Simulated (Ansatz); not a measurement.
Cartesian coordinates (Å):
```xyz
5

Ti     0.0119     0.0120     0.0436
F     -0.7399     1.5372     0.3743
F      1.7369     0.0978    -0.0953
H     -0.3634    -1.0457     1.3189
H     -0.6083    -0.5718    -1.4267
```
Charge 0, multiplicity 1.

These are Ansatz (a program for electronic structure) with frozen-core CCSD(T)/def2-TZVPP // BP86-D3(BJ)/def2-SVP values and carry that method's errors.

```yaml
HF energy: -1048.62815 Ha
MP2 correlation energy: -0.93355 Ha
```

Problem. Estimate the CCSD correlation energy, the (T) correction, the total energy and the T1 diagnostic.

Solution. 
```
Item                              Value
-----------------------  --------------
CCSD correlation energy     -0.94578 Ha
(T) correction              -0.04058 Ha
CCSD(T) total energy     -1049.61451 Ha
T1 diagnostic                     0.026
```
